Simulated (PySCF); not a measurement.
GeH₂, charge -1, multiplicity 2. Atoms are numbered in the order given.

```xyz
3

Ge     0.0000     0.0000    -0.0670
H      0.0000     1.1592     1.0722
H      0.0000    -1.1592     1.0722
```
Charge -1, spin multiplicity 2.

Coordinates come from a TPSSh-D3(BJ)/def2-TZVPD optimisation. The spin state was assumed, not searched. The isomer is the one that the SMILES or the coordinates give; other isomers of the formula were not compared.

The numbers are results of PySCF with PBE/def2-TZVPD, not measurements.

 A positive occupied level means that this level leaves the electron formally unbound; only the finite basis holds it.

Computed frontier levels, dipole moment and polarisability:
- α spin, highest occupied and lowest empty level = 2.06 and 4.35 eV
- β spin, highest occupied and lowest empty level = 0.69 and 3.36 eV
- dipole moment about the centre of nuclear charge = 0.77 D
- mean static polarisability = 75.6 bohr³ (11.20 Å³)
- polarisability, principal values = 71.0, 76.0, 79.7 bohr³
- ⟨S²⟩ = 0.754 (pure state 0.75)
